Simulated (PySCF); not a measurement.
C3, SMILES [C]=C=[C] (connectivity only; charge and spin as stated), neutral, multiplicity 1.

Coordinates come from a PBE0-D3(BJ)/def2-TZVP optimisation. The isomer is the one that the SMILES or the coordinates give; other isomers of the formula were not compared.

Level of theory: PBE/def2-TZVPD (PySCF).

The molecule is in vacuum.

The total energy is -113.93595 hartree and the point group comes out as D∞h. The highest occupied level comes out as -7.94 eV, the lowest empty level comes out as -5.55 eV and the orbital gap is 2.39 eV. The dipole moment is 0.00 D. The quadrupole, principal values (traceless, Buckingham form, about the centre of nuclear charge) is -6.53, 3.26, 3.26 D·Å. The mean static polarisability is 33.8 bohr³ (5.01 Å³) and the polarisability, principal values is 25.6, 25.6, 50.2 bohr³.
